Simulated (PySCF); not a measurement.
**A small calculation by hand: oscillator strength and radiative lifetime**

SiFHI₂, SMILES I[SiH](I)F.

Coordinates come from a PBE0-D3(BJ)/def2-SVP optimisation. The def2 effective core potentials stand for the cores of I; spin–orbit coupling is left out.

TDA-ωB97X/def2-SVPD in PySCF puts the first singlet state with f over 0.02 at 5.44 eV (vertical), with the transition dipole (0.000, 0.000, 0.530) in atomic units.

Q: Find the oscillator strength, the wavelength and the radiative lifetime that this transition would have in vacuum if emission retraced absorption.

A: 
|μ|² = 0.2809 au, so |μ| = 1.35 D. ΔE = 5.44/27.211 = 0.1999 hartree. f = (2/3) ΔE |μ|² = 0.037 (the program prints 0.037).
λ = 1239.84/5.44 = 228 nm; ν = 43877 cm⁻¹.
Einstein's coefficient A = 0.6670 ν² f s⁻¹ (ν in cm⁻¹) = 4.8e7 s⁻¹, so τ = 1/A = 21 ns. This state is S1. The figure is the radiative limit of this one transition; relaxation, internal conversion, crossing to triplets and a medium change what is measured.
